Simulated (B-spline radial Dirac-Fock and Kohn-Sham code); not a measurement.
## How the levels of bismuth move as electrons are removed

Calculated with a B-spline atomic structure program, using Dirac-Fock energy differences between relaxed states, corrected for Breit and QED terms. Each ion is free and in its tabulated ground configuration. The model has no electron correlation.

Reference: Bi⁶⁰⁺, [Ar] 3d5, with L2 19874.1 eV, L3 17554.6 eV, M1 7711.3 eV, M2 7436.3 eV, M3 6857.6 eV, Kα1 (K-L3) 77222.3 eV, Kβ1 (K-M3) 87919.3 eV, Lℓ (L3-M1) 9843.2 eV. Shifts from it, in eV (a dash: the subshell is empty, belongs to an open shell averaged over j, or its hole state is left out as unreliable):

```csv
ion,configuration,L2,L3,M1,M2,M3,Kα1,Kβ1,Lℓ
Bi⁶¹⁺,[Ar] 3d4,+198.4,+195.6,+145.4,+148.5,+142.4,+8.17,+61.41,+50.16
Bi⁶²⁺,[Ar] 3d3,+398.9,+393.3,+292.1,+298.3,+286.0,+16.69,+124.02,+101.23
Bi⁶³⁺,[Ar] 3d2,+601.7,+593.1,+439.9,+449.5,+430.9,+25.55,+187.81,+153.21
Bi⁶⁴⁺,[Ar] 3d1,+806.7,+795.1,+589.0,+602.0,+577.0,+34.77,+252.80,+206.08
Bi⁶⁵⁺,[Ne] 3s2 3p6,+1013.8,+999.1,+739.3,+755.8,+724.5,+44.35,+318.99,+259.85
```

Over this range L2 (2p1/2) moves by +1013.8 eV and Kα1 by +44.4 eV: a line is a difference of two levels that shift in the same direction.
